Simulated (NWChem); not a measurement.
# Excited singlets of H4BClS by symmetry

SMILES: BCl.S
```xyz
7

B     -0.9576    -0.1579     0.0000
H     -1.5778    -0.0018    -1.0309
H     -1.5778    -0.0018     1.0309
Cl     0.2020    -1.5655     0.0000
S      0.1514     1.5539     0.0000
H      1.0437     1.2722     0.9786
H      1.0437     1.2722    -0.9786
```
Charge 0, spin multiplicity 1.

Program: NWChem. Structure: optimised with PBE0/def2-SVP, a minimum by its harmonic frequencies.

Basis set: 6-31+G*. Symmetry labels belong to the abelian group Cs used in the runs, with the axes of the coordinates shown. Entries are the lowest vertical excitation energy of each symmetry in eV (for CIS and TDDFT among the lowest few roots); a state of one symmetry need not have the same character in every method. Symmetries that some method's roots don't reach, or where a double excitation leads the EOM-CCSD root, are left out.

The correlated methods keep 11 core orbitals frozen. B3LYP has NWChem's definition, with VWN1-RPA local correlation. The Pople sets run with spherical d functions. The structure started from a generated list of species. Coupled-cluster values serve here as a point of comparison, not as the truth.

```
method      a"    a'
--------  ----  ----
CIS       7.58  7.80
TD-PBE    4.84  4.94
TD-B3LYP  5.56  5.79
TDA-PBE0  5.87  6.07
EOM-CCSD  6.77  6.79
```
